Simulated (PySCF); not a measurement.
This PySCF input asks for the NMR shieldings of `CN[SiH2][SiH2]c1ccccn1`, C$_{6}$H$_{12}$N$_{2}$Si$_{2}$; the geometry comes from GFN2-xTB.

```python
import basis_set_exchange as bse
import numpy as np
from pyscf import gto, dft
from pyscf.prop import nmr

atoms = """
C    -4.399677    0.368615    0.801024
N    -3.256354    0.079492   -0.028452
Si   -1.638390    0.392749    0.482617
Si   -0.329699   -0.469616   -1.197198
C     1.454228   -0.298716   -0.596949
C     2.572954   -0.703645   -1.316604
C     3.833686   -0.530958   -0.772929
C     3.940889    0.047873    0.482251
C     2.771906    0.422867    1.127195
N     1.570038    0.255283    0.608106
H    -4.703993    1.420591    0.750670
H    -4.142930    0.141672    1.833105
H    -5.249051   -0.251664    0.507498
H    -3.480114    0.184889   -1.006683
H    -1.549238   -0.285444    1.782286
H    -1.381553    1.822825    0.759674
H    -0.380314    0.209548   -2.508211
H    -0.503219   -1.888387   -1.556126
H     2.443295   -1.146887   -2.292405
H     4.717304   -0.839153   -1.315200
H     4.902714    0.205291    0.946436
H     2.797108    0.882160    2.108261
"""
names = dict.fromkeys(["C", "N", "Si", "H"], "pcSseg-1")
basis = {el: gto.basis.parse(bse.get_basis(n, elements=[el], fmt="nwchem")) for el, n in names.items()}
mol = gto.M(atom=atoms, basis=basis, charge=0, verbose=0)
mf = dft.RKS(mol, xc="PBE0")
mf.grids.level = 2
mf.grids.alignment = dft.numint.BLKSIZE   # the property module wants whole blocks of grid points
mf.conv_tol = 1e-9
mf.kernel()

calc = nmr.RKS(mf)   # GIAO
C = mf.mo_coeff
Co = C[:, mf.mo_occ > 0]
resp = mf.gen_response(singlet=True, hermi=2)
def vind(x):   # induced exchange potential for any number of trial vectors
    d = np.einsum("pi,xij,qj->xpq", C, 2 * x.reshape(-1, C.shape[1], Co.shape[1]), Co, optimize=True)
    return np.einsum("xpq,pi,qj->xij", resp(d - d.transpose(0, 2, 1)), C, Co, optimize=True).ravel()
mo1, _ = nmr.rhf.solve_mo1(calc, with_cphf=vind)
sigma = calc.kernel(mo1)
for i, s in enumerate(sigma):   # ppm
    print("%2d %-2s %9.2f" % (i, mol.atom_pure_symbol(i), np.trace(s) / 3))
```

Q: What are the results?

A: 
```
 0 C     150.70
 1 N     256.77
 2 Si    397.35
 3 Si    418.48
 4 C      16.68
 5 C      50.36
 6 C      47.37
 7 C      59.04
 8 C      32.01
 9 N    -108.26
10 H      28.75
11 H      29.17
12 H      28.69
13 H      32.36
14 H      26.65
15 H      26.37
16 H      26.88
17 H      26.89
18 H      23.89
19 H      23.88
20 H      24.39
21 H      22.89
```

These numbers come from an equivalent density-fitted implementation of the same equations, which agrees with the script to about 0.01 ppm for H and up to a few tenths of a ppm for heavy atoms, so last digits may differ.

Q: Turn these shieldings into chemical shifts. δ = σ(ref) − σ, references computed at the same level: 13C (186.93 ppm) and 29Si (349.16 ppm) and 1H (31.72 ppm) vs TMS; 15N (267.73 ppm) against NH3.

A: Averaging equivalent atoms: C 4: 170.2; C 8: 154.9; C 6: 139.6; C 5: 136.6; C 7: 127.9; C 0: 36.2; N 9: 376.0; N 1: 11.0; Si 2: -48.2; Si 3: -69.3; H 21: 8.83; H 19: 7.84; H 18: 7.82; H 20: 7.32; H 14/15: 5.20; H 16/17: 4.83; H 10/11/12: 2.85; H 13: -0.64 ppm. Experimental scales use liquid or dissolved standards, which lie at an offset from isolated NH3 (liquid NH3: subtract about 20 ppm). Unscaled 15N shifts of sp2 nitrogen come out 20 to 40 ppm too high even then.

Size and cost of the density-fitted run: 244 basis functions, 81 s wall time on 1 thread of an Arm Neoverse V1, shared host; peak memory 1.1 GiB.
